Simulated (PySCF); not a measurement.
# (3,3) BN nanotube piece (B16H12N16): Orbital levels and atomic charges

System: (3,3) BN nanotube piece (B16H12N16).

Cartesian coordinates (Å):
```
  1 B     2.030   -0.022   -3.500
  2 N     1.554    1.300   -3.473
  3 B     0.898    1.749   -2.259
  4 N    -0.430    2.251   -2.219
  5 N    -2.092    0.758   -1.036
  6 B    -2.252   -0.036   -2.247
  7 N    -1.767   -1.352   -2.222
  8 N     0.312   -2.205   -1.030
  9 B     1.079   -1.952   -2.250
 10 N     1.883   -0.789   -2.274
 11 B     1.898   -0.043   -1.026
 12 N     1.507    1.329   -1.016
 13 B     0.918    1.735    0.246
 14 N    -0.466    2.108    0.244
 15 B    -1.126    1.814   -1.017
 16 N    -2.110    0.738    1.486
 17 B    -2.083    0.017    0.219
 18 N    -1.649   -1.346    0.217
 19 B    -1.051   -1.778   -1.030
 20 N     0.297   -2.178    1.492
 21 B     0.940   -1.829    0.231
 22 N     1.904   -0.770    0.224
 23 B     1.949   -0.032    1.473
 24 N     1.554    1.338    1.493
 25 B     0.977    1.896    2.713
 26 N    -0.397    2.163    2.693
 27 B    -1.119    1.762    1.492
 28 B    -2.300   -0.064    2.689
 29 N    -1.810   -1.377    2.660
 30 B    -1.070   -1.778    1.475
 31 B     1.074   -1.937    2.704
 32 N     1.973   -0.863    2.669
 33 H     2.432   -0.504   -4.488
 34 H     1.473    1.831   -4.326
 35 H    -0.946    2.324   -3.083
 36 H    -2.712    0.422   -3.226
 37 H    -1.693   -1.887   -3.071
 38 H     0.913   -2.600   -3.213
 39 H     1.618    2.053    3.682
 40 H    -0.898    2.371    3.541
 41 H    -2.776    0.391    3.660
 42 H    -1.742   -1.920    3.506
 43 H     0.900   -2.562    3.682
 44 H     2.405   -0.525    3.513
```

Method: PBE0/def2-SVP, gas phase, PySCF, fitting set def2-universal-JFIT up to Ne and JKFIT beyond, grid level 1.

Q: Give the orbital energies near the gap.

A: 
| orbital | eV |
| --- | --- |
| HOMO-4 | -7.67 |
| HOMO-3 | -7.63 |
| HOMO-2 | -7.60 |
| HOMO-1 | -6.91 |
| HOMO | -6.85 |
| LUMO | -0.08 |
| LUMO+1 | 0.03 |
| LUMO+2 | 0.10 |
| LUMO+3 | 0.15 |

Q: Give the partial charges of the non-hydrogen atoms.

A: 
```json
{"atom": "B1", "Mulliken": "0.04", "IAO": "0.21", "Hirshfeld": "0.17"}
{"atom": "N2", "Mulliken": "-0.06", "IAO": "-0.47", "Hirshfeld": "-0.23"}
{"atom": "B3", "Mulliken": "-0.02", "IAO": "0.41", "Hirshfeld": "0.23"}
{"atom": "N4", "Mulliken": "-0.08", "IAO": "-0.50", "Hirshfeld": "-0.24"}
{"atom": "N5", "Mulliken": "-0.13", "IAO": "-0.43", "Hirshfeld": "-0.24"}
{"atom": "B6", "Mulliken": "0.02", "IAO": "0.21", "Hirshfeld": "0.16"}
{"atom": "N7", "Mulliken": "-0.08", "IAO": "-0.47", "Hirshfeld": "-0.22"}
{"atom": "N8", "Mulliken": "-0.14", "IAO": "-0.43", "Hirshfeld": "-0.24"}
{"atom": "B9", "Mulliken": "0.06", "IAO": "0.25", "Hirshfeld": "0.18"}
{"atom": "N10", "Mulliken": "-0.10", "IAO": "-0.41", "Hirshfeld": "-0.22"}
{"atom": "B11", "Mulliken": "0.07", "IAO": "0.41", "Hirshfeld": "0.23"}
{"atom": "N12", "Mulliken": "-0.10", "IAO": "-0.43", "Hirshfeld": "-0.24"}
{"atom": "B13", "Mulliken": "0.09", "IAO": "0.42", "Hirshfeld": "0.23"}
{"atom": "N14", "Mulliken": "-0.12", "IAO": "-0.43", "Hirshfeld": "-0.24"}
{"atom": "B15", "Mulliken": "0.07", "IAO": "0.43", "Hirshfeld": "0.24"}
{"atom": "N16", "Mulliken": "-0.13", "IAO": "-0.43", "Hirshfeld": "-0.24"}
{"atom": "B17", "Mulliken": "0.08", "IAO": "0.42", "Hirshfeld": "0.23"}
{"atom": "N18", "Mulliken": "-0.11", "IAO": "-0.43", "Hirshfeld": "-0.24"}
{"atom": "B19", "Mulliken": "0.07", "IAO": "0.41", "Hirshfeld": "0.24"}
{"atom": "N20", "Mulliken": "-0.13", "IAO": "-0.43", "Hirshfeld": "-0.24"}
{"atom": "B21", "Mulliken": "0.08", "IAO": "0.42", "Hirshfeld": "0.24"}
{"atom": "N22", "Mulliken": "-0.11", "IAO": "-0.42", "Hirshfeld": "-0.24"}
{"atom": "B23", "Mulliken": "0.06", "IAO": "0.42", "Hirshfeld": "0.24"}
{"atom": "N24", "Mulliken": "-0.13", "IAO": "-0.43", "Hirshfeld": "-0.24"}
{"atom": "B25", "Mulliken": "0.03", "IAO": "0.21", "Hirshfeld": "0.16"}
{"atom": "N26", "Mulliken": "-0.08", "IAO": "-0.47", "Hirshfeld": "-0.22"}
{"atom": "B27", "Mulliken": "0.06", "IAO": "0.42", "Hirshfeld": "0.24"}
{"atom": "B28", "Mulliken": "0.03", "IAO": "0.22", "Hirshfeld": "0.16"}
{"atom": "N29", "Mulliken": "-0.07", "IAO": "-0.47", "Hirshfeld": "-0.22"}
{"atom": "B30", "Mulliken": "0.06", "IAO": "0.42", "Hirshfeld": "0.24"}
{"atom": "B31", "Mulliken": "0.03", "IAO": "0.22", "Hirshfeld": "0.16"}
{"atom": "N32", "Mulliken": "-0.07", "IAO": "-0.47", "Hirshfeld": "-0.22"}
```
